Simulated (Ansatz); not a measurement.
Isolated molecules relaxed with PBE0-D4/def2-TZVP in Ansatz; ΔE leaves out vibrations. CCSD(T)/CBS adds triple-zeta CCSD(T) − MP2 to the extrapolated MP2 energy (def2 sets, frozen cores). Functionals use def2-TZVPP. One conformer a species, not always the lowest.

Consider the substitution at a C–Si bond: `C[SiH]1BCC1` + `OBCCl` → `COBCCl` + `B1CC[SiH2]1`.

Problem. Is it downhill or uphill in electronic energy at CCSD(T)/CBS, and by how much? (Estimate.)

Solution. Ansatz gave: Uphill: ΔE = +102.7 kJ/mol.

Problem. What do these levels give: r2SCAN-D4, PBE, HF/def2-TZVPP, MP2/def2-TZVPP, SCS-MP2/def2-TZVPP, CCSD/def2-TZVPP? (An estimate is asked.)

Solution. Computed: r2SCAN-D4 103.9, PBE 98.9, HF/def2-TZVPP 81.9, MP2/def2-TZVPP 106.6, SCS-MP2/def2-TZVPP 97.1, CCSD/def2-TZVPP 96.8 kJ/mol.

Largest T1 diagnostic among the species: 0.012.

In def2-TZVPP, CCSD(T) changes the Hartree–Fock value by +16.5 kJ/mol (the triples alone add +1.6 kJ/mol) and MP2 by +24.7 kJ/mol. The D4 term adds +4.3 kJ/mol with B3LYP and +2.4 kJ/mol with PBE0; it sums over pairs of atoms, weighted by their polarisabilities, and B3LYP, whose exchange is more repulsive, gets the larger term.

B3LYP here is the variant with VWN-RPA as its local correlation; programs differ in this.
